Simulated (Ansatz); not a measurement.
`C=C[Si@@H](O)O[Si@@H](C)O`. The species carries charge 0 and has multiplicity 1. Geometry: relaxed with PBE0-D4/def2-TZVP. It is one conformer, not always the lowest.

```xyz
18

C    -1.823    0.284   -2.250
C    -0.605   -0.148   -1.936
Si   -0.342   -1.461   -0.663
O     0.621   -2.597   -1.348
O     0.357   -0.879    0.690
Si    1.239    0.275    1.444
C     0.385    1.911    1.243
O     1.436   -0.135    3.020
H    -2.712   -0.131   -1.780
H    -1.996    1.061   -2.989
H     0.250    0.295   -2.444
H    -1.651   -2.028   -0.252
H     0.960   -3.295   -0.786
H     2.614    0.293    0.893
H    -0.619    1.887    1.676
H     0.950    2.708    1.731
H     0.280    2.162    0.184
H     0.654   -0.206    3.568
```

Q: What is the dipole moment at r2SCAN/def2-TZVPP? (Best estimate.)

A: Ansatz gave: 1.74 D, with components (-1.48, 0.69, 0.59) D in this frame, pointing from negative to positive charge.

Q: And with PBE, B3LYP, ωB97M-V? (Best estimate.)

A: Ansatz gave: PBE 1.67 D, B3LYP 1.75 D, ωB97M-V 1.77 D.

Q: Give the Mulliken charges with r2SCAN, PBE, ωB97M-V in def2-TZVPP. (Estimate.)

A: Computed: 
| atom | r2SCAN | PBE | ωB97M-V |
| --- | --- | --- | --- |
| C1 | -0.12 | -0.17 | -0.17 |
| C2 | -0.23 | -0.17 | -0.27 |
| Si3 | 0.64 | 0.49 | 0.58 |
| O4 | -0.41 | -0.35 | -0.38 |
| O5 | -0.38 | -0.27 | -0.35 |
| Si6 | 0.62 | 0.49 | 0.55 |
| C7 | -0.32 | -0.38 | -0.45 |
| O8 | -0.42 | -0.36 | -0.38 |
| H9 | 0.08 | 0.09 | 0.10 |
| H10 | 0.08 | 0.10 | 0.11 |
| H11 | 0.08 | 0.08 | 0.11 |
| H12 | -0.13 | -0.12 | -0.08 |
| H13 | 0.20 | 0.18 | 0.17 |
| H14 | -0.10 | -0.10 | -0.05 |
| H15 | 0.07 | 0.09 | 0.11 |
| H16 | 0.08 | 0.11 | 0.13 |
| H17 | 0.07 | 0.10 | 0.11 |
| H18 | 0.19 | 0.18 | 0.17 |

B3LYP here is the variant with VWN-RPA as its local correlation; programs differ in this.
